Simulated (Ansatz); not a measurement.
An input meant for `CCc1ccc(CCc2ccc(CC)cc2)cc1` (charge 0, singlet).

```yaml
crystal:
  periodic: [false, false, false]
  atoms:
    - {symbol: C, position_ang: [6.611253, 0.703889, 1.013285]}
    - {symbol: C, position_ang: [6.190492, 0.283507, -0.331496]}
    - {symbol: C, position_ang: [4.629292, 0.123458, -0.710107]}
    - {symbol: C, position_ang: [3.883406, 1.412157, -0.780003]}
    - {symbol: C, position_ang: [2.599517, 1.086634, -0.998909]}
    - {symbol: C, position_ang: [1.984343, -0.083706, -0.803241]}
    - {symbol: C, position_ang: [0.246118, -0.269077, -0.918683]}
    - {symbol: C, position_ang: [-0.218377, 0.005910, 0.480126]}
    - {symbol: C, position_ang: [-1.891278, -0.086467, 0.359844]}
    - {symbol: C, position_ang: [-2.536914, -1.488362, 0.402872]}
    - {symbol: C, position_ang: [-4.008625, -1.373892, 0.412733]}
    - {symbol: C, position_ang: [-4.635565, -0.317953, 0.065621]}
    - {symbol: C, position_ang: [-6.246486, -0.476825, 0.047977]}
    - {symbol: C, position_ang: [-6.792401, -0.130170, 1.354223]}
    - {symbol: C, position_ang: [-3.999306, 0.861453, -0.109753]}
    - {symbol: C, position_ang: [-2.698985, 1.250531, -0.176571]}
    - {symbol: C, position_ang: [2.731300, -1.107645, -0.488307]}
    - {symbol: C, position_ang: [3.890752, -1.103692, -0.368923]}
    - {symbol: H, position_ang: [5.925717, 1.640871, 1.318290]}
    - {symbol: H, position_ang: [7.848499, 0.693445, 1.162134]}
    - {symbol: H, position_ang: [6.122524, 0.197621, 1.497126]}
    - {symbol: H, position_ang: [6.560872, 1.081902, -1.170857]}
    - {symbol: H, position_ang: [6.704512, -0.691123, -0.829639]}
    - {symbol: H, position_ang: [4.163235, 2.290079, -1.049895]}
    - {symbol: H, position_ang: [1.831252, 1.960013, -1.475832]}
    - {symbol: H, position_ang: [-0.036436, -1.317494, -1.272143]}
    - {symbol: H, position_ang: [-0.034264, 0.631840, -1.709801]}
    - {symbol: H, position_ang: [0.068950, -0.649780, 1.081293]}
    - {symbol: H, position_ang: [0.071570, 1.265759, 0.842304]}
    - {symbol: H, position_ang: [-1.772081, -2.147343, 0.976935]}
    - {symbol: H, position_ang: [-4.253376, -2.122889, 0.565419]}
    - {symbol: H, position_ang: [-6.440502, 0.161165, -0.820895]}
    - {symbol: H, position_ang: [-6.465875, -1.351981, -0.414887]}
    - {symbol: H, position_ang: [-6.712724, 0.914969, 1.737349]}
    - {symbol: H, position_ang: [-6.423396, -0.709024, 2.186543]}
    - {symbol: H, position_ang: [-7.829524, -0.136114, 1.350842]}
    - {symbol: H, position_ang: [-4.459875, 1.678278, -0.374371]}
    - {symbol: H, position_ang: [-2.110065, 2.061813, -0.205863]}
    - {symbol: H, position_ang: [2.206966, -2.163283, -0.391311]}
    - {symbol: H, position_ang: [4.645870, -2.108357, -0.237946]}
basis:
  gaussian: {orbitals: def2-SVPD, fitting: {mean_field: def2-universal-jkfit}, final_grid: {core_spheres: 5, valence_spheres: 4, degree: 11}}
hamiltonian: {xc: {name: SPW92}}
relax: {f_tol: 0.0001, max_steps: 2}
output: {forces: true}
```

```sh
$ ansatz run in.yaml --threads 2 --pin off --events-out ev --progress --plain --max-ram 22528MiB --backend cuda --devices 0, --max-vram 18GiB
```

Shortened log:

```
Functional definition: SPW92
1746 factors; integrals over basis functions are off by at most 3.1e-1 eV
mean field evaluation 1: about -18771.4757 eV, gradient 1.3e2 eV
mean field evaluation 2: about -18664.6675 eV, gradient 2.4e2 eV
mean field evaluation 4: about -18814.5871 eV, gradient 3.9e1 eV
mean field evaluation 8: about -18818.6955 eV, gradient 1.0e0 eV
mean field evaluation 16: about -18818.7452 eV, gradient 8.3e-3 eV
mean field -18818.74522384 eV, -691.5761311725 hartree, gradient 7.6e-5 eV, S^2 0.000000; 0 other end points of the search recorded, 0 dependent functions left out
reference -18818.74529417 eV, -691.5761337571 hartree; 65, 65 occupied and 471, 471 virtual orbitals, 1746 factors
relax step   1: F+E_penalty+E_count = -18818.74522384 eV  Δ(F+E_penalty+E_count) = +0.000e0 eV  max|allowed force component| = 2.320e1 eV/Å  Δτ_max = 0.0000 Å  (38 SCF iters, accepted)
1746 factors; integrals over basis functions are off by at most 2.7e-1 eV
mean field evaluation 32: about -18832.9070 eV, gradient 2.4e-1 eV
mean field -18833.06108410 eV, -692.1022293335 hartree, gradient 3.1e-5 eV, S^2 0.000000; 0 other end points of the search recorded, 0 dependent functions left out
reference -18833.06114186 eV, -692.1022314559 hartree; 65, 65 occupied and 471, 471 virtual orbitals, 1746 factors
relax step   2: F+E_penalty+E_count = -18833.06108410 eV  Δ(F+E_penalty+E_count) = -1.432e1 eV  max|allowed force component| = 6.202e0 eV/Å  Δτ_max = 0.1993 Å  (45 SCF iters, accepted)
Error: geometry relaxation did not converge after 2 steps: max|allowed force component| = 6.20e0 eV/Å (threshold 1.0e-4). Raise `relax.max_steps` over both its present limit and 2, loosen `relax.f_tol`, or start from a geometry closer to equilibrium. Where this run's directory can be resumed (`checkpoint.write`), a resume goes on for up to `relax.max_steps` more
```

In this input the relaxation is allowed too few steps for its threshold. The SCF steps converged, but the relaxation ran out of steps.
